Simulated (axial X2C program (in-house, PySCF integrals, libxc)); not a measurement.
# Estimating the spin–orbit splitting of the π levels of InF

All values were computed with an in-house all-electron X2C program for linear molecules (integrals from PySCF). Spin-free means the one-electron spin-free X2C Hamiltonian; two-component (2c) means X2C with spin–orbit coupling and atomic mean-field two-electron Coulomb and Gaunt terms, so the difference of the two also holds small scalar two-electron terms. Basis: In dyall-v3z [11s12p9d1f], F dyall-v3z [6s5p2d1f] (cores contracted in-house); Gaussian nuclei, density fitting, unrestricted open shells. Masses: In 114.904 u, F 18.998 u.

Hartree–Fock at 2.009 Å, closed shell. Valence p splittings ε(p3/2) − ε(p1/2) of spherical Dirac–Hartree–Fock atoms with fractionally filled p shells: F 2p 0.072 eV.

```tsv
filled π level (eV), spin-free	F p share	In p share
-14.59	0.94	< 0.02
```

(1) In first order a p shell splits by 3ζ/2 and a π orbital by ζ. Estimate the splitting of each π level from the shares.

The two-component Hartree–Fock calculation gives:

```json
{"ε(ω = 1/2) (eV)": "-14.613", "σ share of it": "0.00", "ε(ω = 3/2) (eV)": "-14.576", "splitting (eV)": "0.04", "estimate (eV)": "0.05"}
```

The estimate leaves out the mixing of π1/2 with σ1/2 levels, which pushes the ω = 1/2 spinor up or down, the d and f parts of the orbital, small shares of the strongly split outer-core p shell of a metal, the Gaunt term (absent from the atomic values), and the change of the atomic p orbitals with charge; Löwdin shares depend on the basis.

Results:

(1) level -14.59 eV: (2/3) × (0.94 × 0.072) = 0.05 eV.
